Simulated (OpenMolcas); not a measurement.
Computed levels of 2s² 2p³ in ions with 7 electrons, in cm-1 above ⁴S°_3/2.

* Program: OpenMolcas
* Method: RASSCF
* Basis: ANO-RCC-VTZP
* Scalar Hamiltonian: DKH2, point nucleus
* Spin-orbit coupling: RASSI with atomic mean-field integrals over the reference wave functions, term energies averaged over their components

Active space for each ion: 5 electrons in 9 orbitals (RAS2 2s 2p; RAS3 3d, at most 2 electrons).

| Level | N | O+ | Ne3+ |
| --- | --- | --- | --- |
| ²D°_3/2 | 22547 | 29762 | 44070 |
| ²D°_5/2 | 22547 | 29765 | 44095 |
| ²P°_3/2 | 33471 | 44395 | 66050 |
| ²P°_1/2 | 33474 | 44399 | 66044 |

**Question.** Estimate ²D°_3/2, ²D°_5/2 for F2+ from its neighbours O+ and Ne3+.

**Answer.** ²D°_3/2 is another term, which grows about linearly with the charge: (29762 + 44070) / 2 = 36916. The calculation gives 36797, so the estimate is off by +0.3 %.
²D°_5/2 is another term, which grows about linearly with the charge: (29765 + 44095) / 2 = 36930. The calculation gives 36807, so the estimate is off by +0.3 %.

Active for correlation alone: 3d; no level in the range computed is led by a configuration that fills it, so any true level of that kind is missing. Without dynamic correlation excited terms often stand tens of per cent too high (terms of higher spin than the ground term too low), and those without a measured partner can miss by more than the paired ones (holds for N; O+). Only configurations of the active space appear.

° marks odd parity.
